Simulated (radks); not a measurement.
Results of a calculation; reference values are marked as such.
Task: These are the eigenvalues of the occupied orbitals of an atom or ion with whole-number occupations (eV). Code: a radial shooting solver on a logarithmic mesh with Libxc functionals. Model: scalar-relativistic Kohn-Sham, r2SCAN, spin-polarised, spherical densities, finite nucleus; meta-GGA in the generalised Kohn-Sham scheme; Fermi nuclear charge, rms radius of each element as measured or else 0.836 A^(1/3) + 0.57 fm.

| orbital | eigenvalue |
|---|---|
| 1s up | -8878.379 |
| 1s down | -8878.349 |
| 2s down | -1072.660 |
| 2s up | -1072.585 |
| 2p down | -923.9484 |
| 2p up | -923.9006 |
| 3s down | -118.4556 |
| 3s up | -118.3590 |
| 3p down | -74.3430 |
| 3p up | -74.2618 |
| 4s up | -5.3024 |
| 3d up | -5.0590 |
| 3d down | -4.9126 |

Which element is it, and in what charge state? The configuration may be excited. Open shells, if any, are filled with parallel spins first.

Result: Z = 29, copper, charge 0: Cu in [Ar] 3d10 4s1. The list shows which subshells hold electrons but not how many an open one holds; the 1s level, -326.27 hartree, gives Z - s = 25.5 by -(Z - s)^2/2, which with screening and relativity narrows Z to a few neighbours, and the depths of the outer levels then fix element, charge and occupations together.
